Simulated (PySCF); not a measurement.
**TDDFT excited states: C7H10S**

Compound: C₇H₁₀S.
InChI=1S/C7H10S/c1-4(8)7-5-2-3-6(5)7/h5-7H,2-3H2,1H3/t5-,6+,7+

Computed, not measured: TDDFT PBE0/def2-SVPD, vertical, gas phase, core orbitals frozen in the response in PySCF 2.14.0, density-fitted response routines. Geometry: GFN2-xTB, one conformer, isolated molecule.

Task: List the vertical singlet excitations with oscillator strengths and describe the spectrum.

Result: 

| state | E (eV) | λ (nm) | ν̃ (cm⁻¹) | f | main configurations (H = HOMO, L = LUMO) |
| --- | --- | --- | --- | --- | --- |
| S1 | 2.61 | 475.2 | 21040 | 0.0000 | H→L (100%) |
| S2 | 4.85 | 255.4 | 39150 | 0.231 | H-1→L (96%) |
| S3 | 5.04 | 245.9 | 40670 | 0.0035 | H-2→L (99%) |
| S4 | 5.87 | 211.4 | 47310 | 0.036 | H→L+1 (89%) |
| S5 | 6.27 | 197.6 | 50600 | 0.0018 | H→L+2 (64%), H→L+4 (15%), H→L+5 (12%) |
| S6 | 6.37 | 194.6 | 51390 | 0.0051 | H-5→L (85%), H-6→L (10%) |

Triplets, Tamm–Dancoff:

| state | E (eV) | λ (nm) | main configurations (H = HOMO, L = LUMO) |
| --- | --- | --- | --- |
| T1 | 2.20 | 563.5 | H→L (99%) |
| T2 | 2.97 | 417.2 | H-1→L (93%) |

The lowest singlet comes at 475 nm (252 kJ/mol) in the visible; it is dark (f under 0.0005); its leading configuration is HOMO→LUMO (100%). The strongest level in the table is S2 at 4.85 eV (255 nm, f = 0.231). S1 has the pattern of n→π* at C=S. The oscillator strengths of these states sum to 0.277; summed over the whole spectrum of an exact calculation they would give the number of electrons, 68 (Thomas–Reiche–Kuhn). Of the 6 states listed, 2 reach f = 0.01 and 1 stays under 0.0005. Weighted by f, the mean energy of these states is 5.02 eV. S1 lies in the visible range (380 to 750 nm), at 475 nm, dark in the vertical dipole picture (f under 0.0005); light of that wavelength is blue, and its complementary colour is yellow; a Tamm–Dancoff triplet lies at 563 nm, without intensity as long as spin–orbit coupling is left out. Singlets were solved by full linear response, triplets in the Tamm–Dancoff approximation.
